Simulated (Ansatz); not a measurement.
Relaxation of C2H8AlNO (13 atoms, charge 0, multiplicity 1), to a largest force component of 0.03 eV/Å in at most 50 steps.

All numbers below come from Ansatz 0.2.0, UKS PBE/def2-SVP.

```xyz
13
Properties=species:S:1:pos:R:3:forces:R:3
Al -0.133 -0.870 0.177 0.20 0.17 -0.15
O 1.721 1.133 -1.412 -0.04 -0.33 -0.06
N -0.646 0.642 0.634 0.08 0.03 -0.03
C -1.360 1.680 1.287 -0.01 -0.01 -0.02
H 1.122 1.373 -0.674 -0.26 0.06 0.34
C 0.610 -2.551 -0.475 0.01 -0.03 -0.01
H 1.119 1.222 -2.174 0.01 0.04 -0.06
H -1.748 2.444 0.570 0.01 0.02 -0.02
H -2.249 1.327 1.863 0.00 0.00 0.01
H -0.725 2.242 2.016 0.01 0.00 0.00
H 1.209 -3.039 0.321 -0.01 0.02 -0.01
H -0.192 -3.248 -0.789 0.00 0.02 0.01
H 1.272 -2.353 -1.342 0.01 0.02 0.01
```

**Question.** Where does it end, and by what steps?

**Answer.** The run converged. The force dipped under the threshold on the way, but the program's further checks kept it going. After 32 steps the energy has fallen by 3.293 eV; H7 moved furthest, 1.75 Å. Parted: O2–H5 (0.98 → 3.01 Å). Joined: Al1–O2 (3.16 → 1.73 Å), N3–H5 (2.32 → 1.02 Å).

| step | energy less start (eV) | largest force component (eV/Å) | accepted |
| --- | --- | --- | --- |
| 0 | 0.0000 | 0.338 | yes |
| 2 | -0.2456 | 0.875 | yes |
| 4 | -0.6093 | 0.971 | yes |
| 6 | -0.8203 | 0.604 | yes |
| 8 | -1.2872 | 1.532 | yes |
| 10 | -2.2130 | 2.597 | yes |
| 12 | -2.9591 | 0.575 | yes |
| 14 | -3.1235 | 1.583 | yes |
| 16 | -3.2417 | 0.359 | yes |
| 18 | -3.2869 | 0.105 | yes |
| 20 | -3.2895 | 0.036 | yes |
| 22 | -3.2900 | 0.105 | yes |
| 24 | -3.2913 | 0.004 | yes |
| 26 | -3.2919 | 0.031 | yes |
| 28 | -3.2890 | 0.122 | no |
| 30 | -3.2925 | 0.012 | yes |
| 32 | -3.2931 | 0.030 | yes |

```xyz
13
Properties=species:S:1:pos:R:3
Al 0.681 -0.005 -0.658
O 1.849 0.618 -1.770
N -0.217 1.284 0.199
C -1.261 1.192 1.201
H 0.022 2.256 -0.023
C 0.350 -1.913 -0.331
H 2.406 0.046 -2.318
H -2.218 1.674 0.885
H -1.500 0.129 1.414
H -0.977 1.653 2.177
H 1.143 -2.350 0.315
H -0.621 -2.082 0.181
H 0.340 -2.502 -1.273
```

The run took 110 s on 4 threads of Arm Neoverse N1 (shared host), peak memory 0.19 GiB.
